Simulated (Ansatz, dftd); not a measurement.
System: BHSCl, charge 0, doublet. BHSCl (SMILES ClB[S], doublet).
B3LYP-D3(BJ)/def2-TZVP minimum from Ansatz (a first-principles code):
```
B
H 1 1.1898
S 1 1.7544 2 118.32
Cl 1 1.7588 2 119.49 3 180.00
```
Charge 0, spin multiplicity 2.

Wanted: atomisation energy (electronic, to ground-state atoms), in kJ/mol. Radicals and triplets start from unrestricted determinants; spin-orbit coupling is neglected. CBS(X,Y): correlation extrapolated as X^-3, Hartree-Fock from the larger set. A bracket is a step between two methods taken in the basis named. The functionals are non-relativistic, so their misses hold any scalar relativity. Double hybrids freeze cores in their MP2 part. 'core' is core correlation in cc-pwCVTZ (1s frozen past Ne), 'X2C' scalar relativity in cc-pVTZ-DK, both at CCSD(T). For partners of very few electrons the exact lower level stands in for a higher one.

Compared with CCSD(T)/CBS(cc-pV(T+d)Z,cc-pV(Q+d)Z) + [CCSDT(Q) - CCSD(T)]/cc-pV(D+d)Z + core + X2C (Ansatz): 1242.5 kJ/mol.

Rank these levels by how close they come to it, closest first: B2PLYP-D4/def2-TZVPD (Ansatz + dftd4); r2SCAN/def2-TZVPD (Ansatz); B2GP-PLYP-D4/def2-TZVPD (Ansatz + dftd4); PBE-D3(BJ)/def2-TZVPD (Ansatz + dftd3); B2GP-PLYP-D3(BJ)/def2-TZVPD (Ansatz + dftd3).

B2GP-PLYP-D3(BJ)/def2-TZVPD (1237.3 kJ/mol, difference -5.2), B2PLYP-D4/def2-TZVPD (1236.0 kJ/mol, difference -6.5), B2GP-PLYP-D4/def2-TZVPD (1233.1 kJ/mol, difference -9.4), r2SCAN/def2-TZVPD (1279.1 kJ/mol, difference 36.6), PBE-D3(BJ)/def2-TZVPD (1294.3 kJ/mol, difference 51.8)
